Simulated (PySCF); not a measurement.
# Worked example: oscillator strength and radiative lifetime

C4H10Si2, SMILES C#CCC([SiH3])[SiH3].

Geometry: TPSSh-D3(BJ)/def2-SVP. The structure was generated by enumeration, and PubChem lists no compound with its InChIKey, so it may never have been made. The values are those of a single conformer.

TDA-PBE0/def2-SVPD in PySCF puts the first singlet state with f over 0.02 at 7.16 eV (vertical), with the transition dipole (-0.130, -0.006, 0.323) in atomic units.

Question: Find the oscillator strength, the wavelength and the radiative lifetime that this transition would have in vacuum if emission retraced absorption.

Answer: 
|μ|² = 0.1213 au, so |μ| = 0.89 D. ΔE = 7.16/27.211 = 0.2631 hartree. f = (2/3) ΔE |μ|² = 0.021 (the program prints 0.021).
λ = 1239.84/7.16 = 173 nm; ν = 57749 cm⁻¹.
Einstein's coefficient A = 0.6670 ν² f s⁻¹ (ν in cm⁻¹) = 4.7e7 s⁻¹, so τ = 1/A = 21 ns. This state is S4; the lower singlets have f = 0.001, 0.012, 0.002. The figure is the radiative limit of this one transition; relaxation, internal conversion, crossing to triplets and a medium change what is measured.
